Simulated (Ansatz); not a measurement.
CH$_{4}$AlNOS (`NC(=S)[O][AlH2]`). Charge 0, multiplicity 1. Geometry: relaxed with PBE0-D4/def2-TZVP. It is one conformer, not always the lowest.

```xyz
9

N     0.287    1.065   -0.938
C     0.327   -0.276   -1.069
S     0.751   -1.027   -2.467
O    -0.005   -0.947    0.027
Al   -0.501   -0.719    1.643
H     0.023    1.508   -0.075
H     0.527    1.626   -1.734
H    -0.756   -2.012    2.492
H    -0.654    0.783    2.122
```

**Question.** What is the dipole moment at r2SCAN/def2-TZVPP? (An estimate is asked.)

**Answer.** Computed: 5.13 D, with components (-1.17, 3.19, 3.84) D in this frame, pointing from negative to positive charge.

**Question.** And with PBE, B3LYP, ωB97M-V? (Best estimate.)

**Answer.** Ansatz gave: PBE 4.90 D, B3LYP 5.10 D, ωB97M-V 5.23 D.

**Question.** Give the Mulliken charges with r2SCAN, PBE, ωB97M-V in def2-TZVPP. (Estimate.)

**Answer.** The calculation gave: 
```csv
atom,r2SCAN,PBE,ωB97M-V
N1,-0.28,-0.22,-0.20
C2,0.28,0.22,0.22
S3,-0.34,-0.34,-0.29
O4,-0.29,-0.20,-0.27
Al5,0.55,0.41,0.45
H6,0.17,0.16,0.14
H7,0.20,0.19,0.16
H8,-0.13,-0.09,-0.08
H9,-0.17,-0.13,-0.13
```

B3LYP here is the variant with VWN-RPA as its local correlation; programs differ in this.
